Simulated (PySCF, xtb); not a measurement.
1-bromo-2,2-dichloro-1-fluoroethene (C₂BrCl₂F), SMILES FC(Br)=C(Cl)Cl.

Harmonic wavenumbers (cm⁻¹) from GFN2-xTB in xtb 6.7.1 at its own minimum, in rising order: 101, 115, 203, 294, 305, 306, 404, 467, 724, 849, 1091, 1625.

Q: What does PBE-D3(BJ)/def2-SVP in PySCF give at its own minimum? (The exact figures need the calculation; the answer reports its results.)

A: 103, 143, 232, 300, 320, 339, 486, 501, 780, 949, 1173, 1639. Paired by order, the mean absolute difference is 40 cm⁻¹ and the zero-point energies are 9.3 and 10.0 kcal/mol.
